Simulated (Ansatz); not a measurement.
Basis-set series for `COBO[SiH3]`. Total charge 0; spin multiplicity 1. The geometry is a stationary point of PBE0-D4/def2-TZVP. It is one conformer, not always the lowest.

```json
{"functional": "PBE0-D4", "basis": "def2-TZVPP", "functions": "264", "energy (Eh)": "-506.95915", "HOMO (eV)": "-8.70", "LUMO (eV)": "0.44"}
{"functional": "PBE0-D4", "basis": "def2-QZVPP", "functions": "508", "energy (Eh)": "-506.98218", "HOMO (eV)": "-8.72", "LUMO (eV)": "0.26"}
{"functional": "ωB97M-V", "basis": "def2-TZVPP", "functions": "264", "energy (Eh)": "-507.21987", "HOMO (eV)": "-11.05", "LUMO (eV)": "2.05"}
{"functional": "ωB97M-V", "basis": "def2-QZVPP", "functions": "508", "energy (Eh)": "-507.24138", "HOMO (eV)": "-11.07", "LUMO (eV)": "1.61"}
```

Give the rows for def2-SVP. (An estimate is asked.)

Computed: 
```json
{"functional": "PBE0-D4", "basis": "def2-SVP", "functions": "109", "energy (Eh)": "-506.60169", "HOMO (eV)": "-8.59", "LUMO (eV)": "0.82"}
{"functional": "ωB97M-V", "basis": "def2-SVP", "functions": "109", "energy (Eh)": "-506.85321", "HOMO (eV)": "-10.92", "LUMO (eV)": "2.85"}
```

Positive LUMOs are unbound and depend on the basis.
